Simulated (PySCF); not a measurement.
Electric field gradients and quadrupole coupling constants

Compound: C6H12OSi.
Structure used (GFN2-xTB), in Å, numbered top down from 1:
```
atom  x, y, z in Å
C1    -2.642    0.813    0.588
C2    -2.159   -0.200   -0.129
C3    -3.057   -1.222   -0.653
O4    -2.671   -2.146   -1.327
Si5   -0.353   -0.549   -0.598
C6     0.717    0.852    0.123
C7     2.165    0.841   -0.359
C8     2.913   -0.417    0.056
H9    -2.005    1.584    0.988
H10   -3.697    0.910    0.802
H11   -4.130   -1.110   -0.397
H12   -0.242   -0.560   -2.059
H13   -0.008   -1.848   -0.013
H14    0.712    0.800    1.214
H15    0.280    1.818   -0.142
H16    2.685    1.713    0.048
H17    2.183    0.926   -1.447
H18    3.961   -0.348   -0.229
H19    2.483   -1.292   -0.422
H20    2.859   -0.553    1.134
```

Field gradients from the PBE0/pcSseg-1 density (PySCF, non-relativistic), principal values in atomic units, ordered |Vxx| ≤ |Vyy| ≤ |Vzz|:

```json
{"atom": "O4", "Vxx": "0.4472", "Vyy": "1.5409", "Vzz": "-1.9880"}
```

Find the asymmetry η = (Vxx − Vyy)/Vzz and the couplings χ = eQV/h (234.96 MHz × Q in barn × V in au), with Q(17O) = −0.0256 b.

```csv
atom,environment,nucleus,η,χzz (MHz),χxx (MHz),χyy (MHz)
O4,aldehyde oxygen,17O,0.55,11.96,-2.69,-9.27
```

The tensor is traceless: Vxx + Vyy + Vzz = 0.

What is Vzz at O4 in SI units (1 au = 9.71736 × 10²¹ V/m²)?

-1.9880 au = -19.319 × 10²¹ V/m².

And the gradient at the other heavy atoms, for which no coupling is worked out here?

```json
{"atom": "C1", "environment": "terminal =CH2 carbon", "Vzz (au)": "0.452", "η": "0.28"}
{"atom": "C2", "environment": "fully substituted alkene carbon", "Vzz (au)": "0.377", "η": "0.38"}
{"atom": "C3", "environment": "aldehyde carbon", "Vzz (au)": "0.544", "η": "0.05"}
{"atom": "Si5", "environment": "SiH2 silicon", "Vzz (au)": "0.222", "η": "0.57"}
{"atom": "C6", "environment": "sp3 carbon bound to silicon", "Vzz (au)": "-0.068", "η": "0.52"}
{"atom": "C7", "environment": "chain CH2 carbon", "Vzz (au)": "0.061", "η": "0.95"}
{"atom": "C8", "environment": "methyl carbon", "Vzz (au)": "0.040", "η": "0.15"}
```

What couplings would deuterons (Q(2H) = 0.00286 b) have in place of the hydrogens, at this geometry?

```json
{"atom": "H9", "bonded to": "C1", "bond length (Å)": "1.077", "Vzz (au)": "0.3320", "η": "0.02", "χzz (kHz)": "223"}
{"atom": "H10", "bonded to": "C1", "bond length (Å)": "1.082", "Vzz (au)": "0.3241", "η": "0.03", "χzz (kHz)": "218"}
{"atom": "H11", "bonded to": "C3", "bond length (Å)": "1.109", "Vzz (au)": "0.2690", "η": "0.03", "χzz (kHz)": "181"}
{"atom": "H12", "bonded to": "Si5", "bond length (Å)": "1.465", "Vzz (au)": "0.1622", "η": "0.02", "χzz (kHz)": "109"}
{"atom": "H13", "bonded to": "Si5", "bond length (Å)": "1.465", "Vzz (au)": "0.1617", "η": "0.03", "χzz (kHz)": "109"}
{"atom": "H14", "bonded to": "C6", "bond length (Å)": "1.092", "Vzz (au)": "0.3113", "η": "0.03", "χzz (kHz)": "209"}
{"atom": "H15", "bonded to": "C6", "bond length (Å)": "1.092", "Vzz (au)": "0.3112", "η": "0.03", "χzz (kHz)": "209"}
{"atom": "H16", "bonded to": "C7", "bond length (Å)": "1.094", "Vzz (au)": "0.3004", "η": "0.02", "χzz (kHz)": "202"}
{"atom": "H17", "bonded to": "C7", "bond length (Å)": "1.092", "Vzz (au)": "0.3038", "η": "0.02", "χzz (kHz)": "204"}
{"atom": "H18", "bonded to": "C8", "bond length (Å)": "1.088", "Vzz (au)": "0.3158", "η": "0.01", "χzz (kHz)": "212"}
{"atom": "H19", "bonded to": "C8", "bond length (Å)": "1.086", "Vzz (au)": "0.3160", "η": "0.03", "χzz (kHz)": "212"}
{"atom": "H20", "bonded to": "C8", "bond length (Å)": "1.088", "Vzz (au)": "0.3150", "η": "0.02", "χzz (kHz)": "212"}
```

One conformer (not necessarily the lowest) at the GFN2-xTB geometry, without solvent, vibrations or thermal averaging. GFN2-xTB bond lengths can be off by several hundredths of an ångström, more for odd bonds, and the gradients follow them. With a basis this small, the couplings can be 20 % off.
